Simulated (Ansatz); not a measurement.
# Nudged elastic band run: Cl3H4NOSn

Input file:

```yaml
crystal:
  periodic: [false, false, false]
  atoms:
    - { symbol: Sn, position_ang: [0.036291, -0.195754, 0.155985] }
    - { symbol: O, position_ang: [-0.275401, -0.029711, 2.11682] }
    - { symbol: H, position_ang: [-0.845512, 0.736988, 2.284037] }
    - { symbol: Cl, position_ang: [2.138665, 0.440205, -0.743173] }
    - { symbol: Cl, position_ang: [-1.267241, 1.69939, -0.477282] }
    - { symbol: Cl, position_ang: [-1.095196, -1.8894, -1.062296] }
    - { symbol: "N", position_ang: [1.243345, -1.997163, 1.082709] }
    - { symbol: H, position_ang: [0.889838, -2.895968, 0.750169] }
    - { symbol: H, position_ang: [2.240573, -1.925933, 0.873515] }
    - { symbol: H, position_ang: [1.093938, -1.917652, 2.091715] }
basis:
  gaussian: { orbitals: def2-SVP }
hamiltonian:
  xc: b3lyp
  dispersion: d4
neb:
  order_check: false
  images: 7
  f_tol: 0.05
  max_iterations: 60
  final_atoms:
    - { symbol: Sn, position_ang: [0.24855349, -0.61492383, -0.15105586] }
    - { symbol: O, position_ang: [0.69947775, 0.22978234, 2.15339418] }
    - { symbol: H, position_ang: [-0.02678212, 0.84631816, 2.34009981] }
    - { symbol: Cl, position_ang: [1.93434635, 0.8855477, -0.80112118] }
    - { symbol: Cl, position_ang: [-1.78341292, 0.49060282, 0.37688853] }
    - { symbol: Cl, position_ang: [-0.37345201, -1.68311494, -2.18188183] }
    - { symbol: "N", position_ang: [0.72743172, -2.23022352, 1.02313772] }
    - { symbol: H, position_ang: [0.55368241, -3.08676102, 0.49163761] }
    - { symbol: H, position_ang: [1.73023077, -2.2074022, 1.23093206] }
    - { symbol: H, position_ang: [0.44922455, -0.60482352, 2.59016795] }
  initial_path:
    images:
      - { positions_ang: [[0.036291, -0.195754, 0.155985], [-0.275401, -0.029711, 2.11682], [-0.845512, 0.736988, 2.284037], [2.138665, 0.440205, -0.743173], [-1.267241, 1.69939, -0.477282], [-1.095196, -1.8894, -1.062296], [1.243345, -1.997163, 1.082709], [0.889838, -2.895968, 0.750169], [2.240573, -1.925933, 0.873515], [1.093938, -1.917652, 2.091715]] }
      - { positions_ang: [[0.02642845, -0.14658776, 0.11771337], [-0.2082389, -0.02462932, 2.16583319], [-0.86294842, 0.47845641, 2.37484793], [2.17166223, 0.33431068, -0.75638056], [-1.23730887, 1.76578657, -0.55612077], [-1.10301549, -1.90908214, -0.99925541], [1.24711347, -1.97235339, 1.0003334], [0.8735064, -2.88816889, 0.74545733], [2.24282759, -1.88687249, 0.93174223], [1.00927354, -1.72585766, 2.04802828]] }
      - { positions_ang: [[0.0165659, -0.09742152, 0.07944174], [-0.14107681, -0.01954763, 2.21484637], [-0.88038485, 0.21992481, 2.46565887], [2.20465945, 0.22841636, -0.76958812], [-1.20737674, 1.83218313, -0.63495954], [-1.11083498, -1.92876428, -0.93621481], [1.25088194, -1.94754378, 0.9179578], [0.8571748, -2.88036978, 0.74074567], [2.24508219, -1.84781199, 0.98996946], [0.92460909, -1.53406332, 2.00434157]] }
      - { positions_ang: [[0.00670335, -0.04825529, 0.04117011], [-0.07391471, -0.01446595, 2.26385956], [-0.89782127, -0.03860678, 2.5564698], [2.23765668, 0.12252204, -0.78279568], [-1.17744461, 1.8985797, -0.71379831], [-1.11865447, -1.94844641, -0.87317422], [1.25465041, -1.92273417, 0.83558221], [0.8408432, -2.87257067, 0.736034], [2.24733678, -1.80875148, 1.04819669], [0.83994463, -1.34226898, 1.96065485]] }
      - { positions_ang: [[-0.00315919, 0.00091095, 0.00289848], [-0.00675262, -0.00938426, 2.31287274], [-0.9152577, -0.29713837, 2.64728074], [2.27065391, 0.01662772, -0.79600324], [-1.14751248, 1.96497626, -0.79263708], [-1.12647396, -1.96812855, -0.81013362], [1.25841889, -1.89792456, 0.75320661], [0.82451159, -2.86477156, 0.73132233], [2.24959137, -1.76969098, 1.10642392], [0.75528018, -1.15047464, 1.91696813]] }
      - { positions_ang: [[0.05976898, -0.15304774, -0.0355901], [0.16980497, 0.05040739, 2.2730031], [-0.6931388, -0.01127424, 2.57048551], [2.18657702, 0.23385771, -0.79728273], [-1.30648759, 1.5963829, -0.50025568], [-0.93821847, -1.89687515, -1.15307067], [1.1256721, -1.9809993, 0.82068938], [0.7568043, -2.92026893, 0.67140115], [2.11975122, -1.87911878, 1.13755095], [0.67876627, -1.01406186, 2.08526809]] }
      - { positions_ang: [[0.12269715, -0.30700644, -0.07407869], [0.34636257, 0.11019904, 2.23313346], [-0.47101991, 0.27458989, 2.49369027], [2.10250013, 0.45108771, -0.79856221], [-1.4654627, 1.22778954, -0.20787427], [-0.74996298, -1.82562175, -1.49600772], [0.99292531, -2.06407404, 0.88817216], [0.689097, -2.97576629, 0.61147997], [1.98991107, -1.98854659, 1.16867799], [0.60225237, -0.87764908, 2.25356804]] }
      - { positions_ang: [[0.18562532, -0.46096514, -0.11256727], [0.52292016, 0.16999069, 2.19326382], [-0.24890102, 0.56045403, 2.41689504], [2.01842324, 0.66831771, -0.7998417], [-1.62443781, 0.85919618, 0.08450713], [-0.56170749, -1.75436835, -1.83894478], [0.86017851, -2.14714878, 0.95565494], [0.62138971, -3.03126365, 0.55155879], [1.86007092, -2.0979744, 1.19980502], [0.52573846, -0.7412363, 2.421868]] }
      - { positions_ang: [[0.24855349, -0.61492383, -0.15105586], [0.69947775, 0.22978234, 2.15339418], [-0.02678212, 0.84631816, 2.34009981], [1.93434635, 0.8855477, -0.80112118], [-1.78341292, 0.49060282, 0.37688853], [-0.37345201, -1.68311494, -2.18188183], [0.72743172, -2.23022352, 1.02313772], [0.55368241, -3.08676102, 0.49163761], [1.73023077, -2.2074022, 1.23093206], [0.44922455, -0.60482352, 2.59016795]] }
```

Run as:

```bash
$ ansatz run input.yaml --threads 4 --pin off --max-ram 5120MiB --backend cpu --events-out ev --progress --plain --runs-dir out
```

Output, in part (warnings, iteration lines, the closing report on the highest movable image, with atoms numbered from 0):

```
NEB end point (image 0): max|allowed force component| = 1.266e-2 eV/Å (the criterion of neb.relax_end_points is 1.000e-2)
NEB end point (image 8): max|allowed force component| = 2.709e-2 eV/Å (the criterion of neb.relax_end_points is 1.000e-2)
NEB iter   1: max|band force component| = 1.262e1 eV/Å  barrier→ = 3.2907 eV  barrier← = 2.6601 eV  Δτ_max = 0.2000 Å  (261 SCF iters)
NEB iter   2: max|band force component| = 3.311e0 eV/Å  barrier→ = 1.7904 eV  barrier← = 1.1598 eV  Δτ_max = 0.2000 Å  (243 SCF iters)
NEB iter   3: max|band force component| = 1.628e0 eV/Å  barrier→ = 1.0500 eV  barrier← = 0.4195 eV  Δτ_max = 0.2000 Å  (218 SCF iters)
NEB iter   4: max|band force component| = 1.298e0 eV/Å  barrier→ = 1.0110 eV  barrier← = 0.3805 eV  Δτ_max = 0.1955 Å  (213 SCF iters)
NEB iter   5: max|band force component| = 1.205e0 eV/Å  barrier→ = 0.9871 eV  barrier← = 0.3565 eV  Δτ_max = 0.1995 Å  (218 SCF iters)
NEB iter   6: max|band force component| = 9.451e-1 eV/Å  barrier→ = 0.9574 eV  barrier← = 0.3269 eV  Δτ_max = 0.2000 Å  (215 SCF iters)
NEB iter   7: max|band force component| = 7.655e-1 eV/Å  barrier→ = 0.9370 eV  barrier← = 0.3065 eV  Δτ_max = 0.1960 Å  (216 SCF iters)
NEB iter   8: max|band force component| = 9.743e-1 eV/Å  barrier→ = 0.8995 eV  barrier← = 0.2689 eV  Δτ_max = 0.0837 Å  (214 SCF iters)
NEB iter   9: max|band force component| = 5.149e-1 eV/Å  barrier→ = 0.8797 eV  barrier← = 0.2491 eV  CI = image 5  Δτ_max = 0.0989 Å  (212 SCF iters)
NEB iter  10: max|band force component| = 3.840e-1 eV/Å  barrier→ = 0.9259 eV  barrier← = 0.2954 eV  CI = image 5  Δτ_max = 0.2000 Å  (218 SCF iters)
NEB iter  11: max|band force component| = 3.455e-1 eV/Å  barrier→ = 1.0266 eV  barrier← = 0.3961 eV  CI = image 5  Δτ_max = 0.0736 Å  (211 SCF iters)
NEB iter  12: max|band force component| = 3.380e-1 eV/Å  barrier→ = 1.0207 eV  barrier← = 0.3902 eV  CI = image 5  Δτ_max = 0.0370 Å  (223 SCF iters)
NEB iter  13: max|band force component| = 1.022e-1 eV/Å  barrier→ = 1.0192 eV  barrier← = 0.3886 eV  CI = image 5  Δτ_max = 0.0262 Å  (208 SCF iters)
NEB iter  14: max|band force component| = 5.465e-2 eV/Å  barrier→ = 1.0188 eV  barrier← = 0.3883 eV  CI = image 5  Δτ_max = 0.0113 Å  (217 SCF iters)
NEB iter  15: max|band force component| = 5.119e-2 eV/Å  barrier→ = 1.0186 eV  barrier← = 0.3880 eV  CI = image 5  Δτ_max = 0.0117 Å  (178 SCF iters)
NEB iter  16: max|band force component| = 2.279e-2 eV/Å  barrier→ = 1.0185 eV  barrier← = 0.3879 eV  CI = image 5  Δτ_max = 0.0000 Å  (387 SCF iters)
Total energy: -46994.20848672 eV, -1727.0053080683 hartree
Atom 0 at     0.210491    -0.358266    -0.064964 Å, force    -0.006912     0.018377    -0.004545 eV/Å
Atom 1 at     0.251762     0.014831     2.099201 Å, force     0.008446     0.016363    -0.011913 eV/Å
Atom 2 at    -0.528905     0.315331     2.585853 Å, force    -0.004728    -0.007825     0.006264 eV/Å
Atom 3 at     2.189523     0.589543    -0.901483 Å, force    -0.003076    -0.001113     0.003538 eV/Å
Atom 4 at    -1.446021     1.340311    -0.195086 Å, force     0.004986    -0.002330     0.005868 eV/Å
Atom 5 at    -0.824994    -1.861090    -1.597236 Å, force     0.004065    -0.007487    -0.001681 eV/Å
Atom 6 at     1.043098    -1.975256     1.130980 Å, force    -0.011595     0.006001     0.020443 eV/Å
Atom 7 at     0.601683    -2.875900     0.938646 Å, force     0.008012    -0.004117    -0.001705 eV/Å
Atom 8 at     2.052189    -2.074670     0.999536 Å, force    -0.003270    -0.007970    -0.002005 eV/Å
Atom 9 at     0.610473    -1.089832     2.076751 Å, force     0.004072    -0.009900    -0.014262 eV/Å
Dipole moment:     0.115624    -0.536730     0.752465 e Å
```

The forces met the threshold. A vibrational analysis at the climbing image gives one clearly imaginary mode, 1032i cm⁻¹, and a faint second one (23i cm⁻¹) that may be numerical noise or a soft torsion: probably a first-order saddle point. The orbitals stay closed-shell, which can raise the energy where a bond breaks towards radicals; this wasn't checked here.

Final band (atoms are numbered from 1 in the order of the input):

| image | path coordinate (Å) | energy (eV) | N7–H10 (Å) | O2–H10 (Å) |
| --- | --- | --- | --- | --- |
| 0 | 0.00 | 0.00 | 1.02 | 2.33 |
| 1 | 0.37 | 0.02 | 1.02 | 2.20 |
| 2 | 0.74 | 0.09 | 1.03 | 1.99 |
| 3 | 1.12 | 0.27 | 1.04 | 1.76 |
| 4 | 1.49 | 0.63 | 1.10 | 1.50 |
| 5 | 1.86 | 1.02 | 1.37 | 1.16 |
| 6 | 2.56 | 0.78 | 1.83 | 0.99 |
| 7 | 3.26 | 0.67 | 2.01 | 0.98 |
| 8 | 3.96 | 0.63 | 2.27 | 0.97 |

Time of the run: 3.6 min on 4 threads of Intel(R) Xeon(R) 6975P-C (Granite Rapids), with other jobs on the host, peak memory 0.4 GiB.
